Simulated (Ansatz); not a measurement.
Reactions of `C[SiH2][Al]1[CH2][SiH2]1`.

Isolated molecules relaxed with PBE0-D4/def2-TZVP in Ansatz; ΔE leaves out vibrations. CBS: MP2 limit from def2 TZ/QZ plus the TZ coupled-cluster correction, frozen cores. This one scheme is used for every species. For Ga outer-core shells are correlated without core-valence functions, which leaves a few kJ/mol of doubt a bond. Scalar relativity is left out up to krypton. Each species was taken in one conformer, which may not be the lowest.

**Question.** Order these by ΔE at CCSD(T)/CBS, lowest first. (Best estimate.)
A. `C[SiH2][Al]1[CH2][SiH2]1` + `[F][Ga]([SH])[Cl]` → `[SH][Al]1[CH2][SiH2]1` + `C[SiH2][Ga]([F])[Cl]`
B. `C[SiH2][Al]1[CH2][SiH2]1` → `C[C@@H]1[AlH][Si@H]1[SiH3]`
C. `C[SiH2][Al]1[CH2][SiH2]1` + `[F][Al]([F])[Cl]` → `[Cl][Al]1[CH2][SiH2]1` + `C[SiH2][Al]([F])[F]`
D. `C[SiH2][Al]1[CH2][SiH2]1` + H₂ → `[SiH3][Al]1[CH2][SiH2]1` + CH₄
E. `C[SiH2][Al]1[CH2][SiH2]1` + CH₄ → `[CH3][Al]1[CH2][SiH2]1` + `C[SiH3]`
F. `C[SiH2][Al]1[CH2][SiH2]1` + `C[CH2][AlH][SH]` → `C[SiH2][CH2][AlH][SH]` + `[CH3][Al]1[CH2][SiH2]1`

**Answer.** F (-0.66 eV), A (-0.56 eV), D (-0.32 eV), C (-0.06 eV), E (+0.15 eV), B (+0.52 eV).

Largest T1 diagnostic: 0.014, for `[SiH3][Al]1[CH2][SiH2]1`.
